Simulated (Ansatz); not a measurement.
The same redistribution along the group B, Al, Ga, In.

Program: Ansatz. Geometries: PBE0-D4/def2-TZVP. ΔE: electronic, gas phase. CCSD(T)/CBS adds triple-zeta CCSD(T) − MP2 to the extrapolated MP2 energy (def2 sets, frozen cores). This one scheme is used for every species. DFT in def2-TZVPP. Elements past krypton have def2 core potentials. For Br, Ga, Hf, In outer-core shells are correlated without core-valence functions, which leaves a few kJ/mol of doubt a bond. Scalar relativity is left out up to krypton. Each species was taken in one conformer, which may not be the lowest.

```
                                                                                             reaction  CCSD/CBS(def2) (kJ/mol)  revPBE-D4 (kJ/mol)  MP2/CBS(def2) (kJ/mol)  LDA (SPW92) (kJ/mol)  CCSD(T)/CBS(def2) (kJ/mol)
                           `NB(N)Br` + `[OH][Hf]([F])([F])[Br]` → `NB(N)O` + `[F][Hf]([F])([Br])[Br]`                      -39                 -32                     -35                   -36                         -38
`[NH2][Al]([NH2])[Br]` + `[OH][Hf]([F])([F])[Br]` → `[NH2][Al]([NH2])[OH]` + `[F][Hf]([F])([Br])[Br]`                       17                  18                      15                    19                          15
`[NH2][Ga]([NH2])[Br]` + `[OH][Hf]([F])([F])[Br]` → `[NH2][Ga]([NH2])[OH]` + `[F][Hf]([F])([Br])[Br]`                       61                  59                      57                    62                          58
`[NH2][In]([NH2])[Br]` + `[OH][Hf]([F])([F])[Br]` → `[NH2][In]([NH2])[OH]` + `[F][Hf]([F])([Br])[Br]`                       97                  90                      92                    97                          93
```

Largest T1 diagnostic: 0.015, for `[NH2][In]([NH2])[OH]`.
